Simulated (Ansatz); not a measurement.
FGaH6O2Si2 (`[F][Ga]([O][SiH3])[O][SiH3]`), 12 atoms. The species carries charge 0 and has multiplicity 1. Correlated methods include outer-core shells of Ga, which these sets cover unevenly. Scalar relativity is left out up to krypton. All runs use 4 threads of an Intel Xeon Platinum 8488C on a shared host. Correlated methods freeze the cores.

How many basis functions does each run have, and how long does it take in Ansatz? RKS ωB97M-V/def2-SVP energy; RKS r2SCAN-D4/def2-TZVPP energy and forces; RKS PBE0-D4/def2-TZVP frequencies; RKS PBE-QIDH (frozen core)/def2-TZVPP energy; RKS PBE0-D4/def2-SVP energy; RHF-MP2/def2-TZVPP energy; RKS r2SCAN0-D4/def2-TZVPP energy; RKS ωB97X-V/def2-TZVPP energy; direct RPA on PBE orbitals/def2-TZVPP energy; RKS ωB97M-V/def2-QZVPP energy; RKS PBE0-D4/def2-QZVPP energy; RKS PBE0-D4/def2-TZVP relaxation (18 steps). (An estimate is asked.)

The calculation gave: Other jobs shared the machine, so times are rough.

| level | job | functions | wall time | peak host memory (GiB) |
| --- | --- | --- | --- | --- |
| RKS PBE0-D4/def2-SVP | energy | 140 | 1.8 s | 0.58 |
| RHF-MP2/def2-TZVPP | energy | 309 | 5.5 s | 0.98 |
| RKS r2SCAN-D4/def2-TZVPP | energy and forces | 309 | 6 s | 0.58 |
| RKS ωB97M-V/def2-SVP | energy | 140 | 6.5 s | 0.58 |
| RKS r2SCAN0-D4/def2-TZVPP | energy | 309 | 7.5 s | 1.2 |
| RKS PBE-QIDH (frozen core)/def2-TZVPP | energy | 309 | 8 s | 1 |
| direct RPA on PBE orbitals/def2-TZVPP | energy | 309 | 8 s | 0.89 |
| RKS ωB97X-V/def2-TZVPP | energy | 309 | 10 s | 1.4 |
| RKS PBE0-D4/def2-QZVPP | energy | 580 | 18 s | 2.9 |
| RKS ωB97M-V/def2-QZVPP | energy | 580 | 30 s | 3.5 |
| RKS PBE0-D4/def2-TZVP | relaxation (18 steps) | 251 | 110 s | 0.98 |
| RKS PBE0-D4/def2-TZVP | frequencies | 251 | 4.4 min | 0.97 |
